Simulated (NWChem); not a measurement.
Species: CH3Be cation; SMILES [Be+][CH3]

```xyz
5

Be     0.0000     0.0000    -1.2305
C      0.0000     0.0000     0.4206
H      0.7342     0.7342     0.7994
H      0.2687    -1.0029     0.7994
H     -1.0029     0.2687     0.7994
```
Atoms are numbered in this order, from 1.

Results from NWChem. Pople sets run with spherical d functions. Coordinates come from a PBE0/def2-SVP optimisation. Total energies compare along this basis series because the functional is fixed.

```
level                    basis functions  energy (Ha)  highest occupied level (eV)  orbital gap (eV)
-----------------------  ---------------  -----------  ---------------------------  ----------------
Hartree-Fock/STO-3G                   13     -53.2793                       -17.98             11.80
Hartree-Fock/3-21G                    24     -53.6183                       -18.40             11.22
Hartree-Fock/6-31G*                   34     -53.9161                       -18.38             11.27
Hartree-Fock/6-31+G*                  42     -53.9166                       -18.39             11.21
Hartree-Fock/6-311G**                 54     -53.9316                       -18.39             11.22
Hartree-Fock/6-311++G**               65     -53.9317                       -18.39             11.21
```
